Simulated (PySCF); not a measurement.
**ZrH4, singlet: computed properties**

Computed with PBE0 in PySCF with Zr x2c-TZVPall, H x2c-TZVPall; spin-free X2C, no spin–orbit coupling; density-fitted integrals.

The structure is a minimum.

Coordinates in bohr (charge 0 multiplicity 1):
```
Zr    0.0000    0.0000    0.0000
H    -2.0095   -2.0095    2.0095
H    -2.0095    2.0095   -2.0095
H     2.0095    2.0095    2.0095
H     2.0095   -2.0095   -2.0095
```

```
Point group                                                                   : Td
Bond lengths                                                                  : Zr–H 1.842 Å (×4)
Bond angles                                                                   : H–Zr–H 109.5° (×6)
Enthalpy at 298.15 K above 0 K                                                : 12.34 kJ/mol
Entropy at 298.15 K and 1 bar                                                 : 232.0 J/(mol K)
Heat capacity Cp at 298.15 K                                                  : 57.1 J/(mol K)
Highest occupied level                                                        : -8.54 eV
Rotational constants                                                          : 1.849, 1.849, 1.849 cm⁻¹
Principal polarisabilities                                                    : 50.8, 50.8, 50.8 bohr³
Zero-point energy                                                             : 57.5 kJ/mol
Lowest empty level                                                            : -2.45 eV
Dipole moment                                                                 : 0.00 D
Rotational symmetry number                                                    : 12
Principal quadrupole moments (Buckingham, traceless) about the centre of mass : 0.00, 0.00, 0.00 D Å
```

Harmonic modes (masses in u: Zr 89.905, H 1.008):
```
symmetry  ω (cm⁻¹)  IR (km/mol, summed over degenerate members)  μ (u)     type
      t2       528                                          706   1.04     bend
       e       616                                          0.0   1.01     bend
      t2      1685                                         1712   1.02  stretch
      a1      1751                                          0.0   1.01  stretch
```

In Td the vibrations span 2t2 + e + a1. The a1, e modes carry no infrared intensity, as symmetry demands.

Charges (e):
```tsv
atom	Mulliken	Löwdin	polar tensor	Mayer order to Zr1
Zr1	0.65	0.51	1.68	–
H2,3,4,5	-0.16	-0.13	-0.42	0.97
```

Mulliken populations on Zr1: s 8.76, p 18.47, d 12.08, f 0.03.

Formally Zr is in oxidation state +4, d0. The polar-tensor charge on Zr, 1.68, is far below the formal one.

Stability towards spin polarisation was not tested. Only a few start shapes were tried, so a lower isomer may exist.

The final relaxation and frequency run took 17 s on 2 threads of a shared Arm Neoverse V2 host, with 87 basis functions and 6 gradients; the process peaked at 1.2 GiB.
